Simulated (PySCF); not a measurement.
Job for PySCF: D3(BJ) and D4 dispersion corrections on FH4NSe (a complex), monomers drawn apart or pushed together.

```python
from pyscf import gto
from pyscf.dispersion import dftd3, dftd4

mol = gto.M(
    atom='''
    N    -1.00135577    0.59995557    0.75958244
    Se   -0.20056191   -0.94693467    0.04936699
    H    -0.82625228    1.39768240    0.15966990
    H    -2.00116174    0.46821383    0.85935833
    H    -0.92866737   -0.99732372   -1.24002666
    F     0.10935477    1.16042244    3.36967804
    H    -0.28767089    1.01639159    2.51141588
    ''',
    basis='def2-svp',
    charge=0, spin=0, verbose=0, max_memory=1800)
d3, d4 = {}, {}
for xc in ['hf', 'pbe', 'blyp', 'revpbe', 'tpss', 'r2scan', 'b3lyp', 'pbe0', 'bhlyp', 'camb3lyp', 'b2plyp']:
    d3[xc] = float(dftd3.DFTD3Dispersion(mol, xc=xc, version='d3bj', atm=False).get_dispersion()['energy'])
    print(f'D3(BJ) {xc:10s} {d3[xc]:14.8f} Eh')
for xc in ['hf', 'pbe', 'blyp', 'revpbe', 'tpss', 'r2scan', 'b3lyp', 'pbe0', 'bhlyp', 'camb3lyp', 'b2plyp']:
    d4[xc] = float(dftd4.DFTD4Dispersion(mol, xc={'camb3lyp': 'cam-b3lyp'}.get(xc, xc), atm=True).get_dispersion()['energy'])
    print(f'D4     {xc:10s} {d4[xc]:14.8f} Eh')
```

Program output:

```
D3(BJ) hf            -0.03012559 Eh
D3(BJ) pbe           -0.00364694 Eh
D3(BJ) blyp          -0.00782171 Eh
D3(BJ) revpbe        -0.00933998 Eh
D3(BJ) tpss          -0.00459700 Eh
D3(BJ) r2scan        -0.00099140 Eh
D3(BJ) b3lyp         -0.00638397 Eh
D3(BJ) pbe0          -0.00314102 Eh
D3(BJ) bhlyp         -0.00499623 Eh
D3(BJ) camb3lyp      -0.00282648 Eh
D3(BJ) b2plyp        -0.00295519 Eh
D4     hf            -0.01165668 Eh
D4     pbe           -0.00318522 Eh
D4     blyp          -0.00708780 Eh
D4     revpbe        -0.01021238 Eh
D4     tpss          -0.00430997 Eh
D4     r2scan        -0.00077958 Eh
D4     b3lyp         -0.00512989 Eh
D4     pbe0          -0.00267814 Eh
D4     bhlyp         -0.00377851 Eh
D4     camb3lyp      -0.00270126 Eh
D4     b2plyp        -0.00222466 Eh
```

The run finished.

Cost: around 0.020 core-seconds (rough).
